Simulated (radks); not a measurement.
The nuclear charge of neutral krypton is varied continuously with 36 electrons held in [Kr]. All-electron calculation, scalar-relativistic Kohn-Sham, r2SCAN, spin-polarised, spherical densities, finite nucleus; meta-GGA in the generalised Kohn-Sham scheme; Fermi nuclear charge, rms radius 4.1884 fm. Program: a radial shooting solver on a logarithmic mesh with Libxc functionals. By the Hellmann-Feynman theorem dE/dZ = E(electron-nucleus)/Z, the electronic potential at the nucleus (averaged over a nucleus of fixed radius). The scalar-relativistic energy here is not variational (the density holds large components alone), so the two differ by a part that grows with Z.

Z = 35.75: E (hartree) -2744.12924; E(electron-nucleus)/Z (hartree) -185.216; HOMO 4p; e(HOMO) (eV) -6.950; <r> HOMO (bohr) 2.007
Z = 36: E (hartree) -2790.72841; E(electron-nucleus)/Z (hartree) -186.973; HOMO 4p; e(HOMO) (eV) -9.651; <r> HOMO (bohr) 1.935
Z = 36.25: E (hartree) -2837.76854; E(electron-nucleus)/Z (hartree) -188.728; HOMO 4p; e(HOMO) (eV) -12.532; <r> HOMO (bohr) 1.870
Z = 36.5: E (hartree) -2885.24937; E(electron-nucleus)/Z (hartree) -190.483; HOMO 4p; e(HOMO) (eV) -15.583; <r> HOMO (bohr) 1.811
Z = 36.75: E (hartree) -2933.17073; E(electron-nucleus)/Z (hartree) -192.237; HOMO 4p; e(HOMO) (eV) -18.797; <r> HOMO (bohr) 1.758
Z = 37: E (hartree) -2981.53253; E(electron-nucleus)/Z (hartree) -193.990; HOMO 4p; e(HOMO) (eV) -22.167; <r> HOMO (bohr) 1.709

The central difference of E at Z = 36 is -187.279 hartree, to compare with the third column; the second derivative is -7.06 hartree.
